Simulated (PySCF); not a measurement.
Se(iPr)(OH) (C₃H₈OSe), SMILES CC(C)[Se]O.

The structure is a stationary point at PBE0-D3(BJ)/def2-SVP. One conformer was computed; it need not be the lowest.

Computed with PBE/def2-TZVP (PySCF).

Computed frontier levels, gap, dipole moment and polarisability:
```yaml
highest_occupied_level: -5.08 eV
lowest_empty_level: -1.83 eV
orbital_gap: 3.25 eV
dipole_moment: 0.404 e·Å
quadrupole, principal values (traceless, Buckingham form, about the centre of nuclear charge): -4.67, -1.07, 5.74 D·Å
mean_static_polarisability: 69.6 bohr³ (10.31 Å³)
polarisability_principal_values: 63.4, 65.3, 80.2 bohr³
```
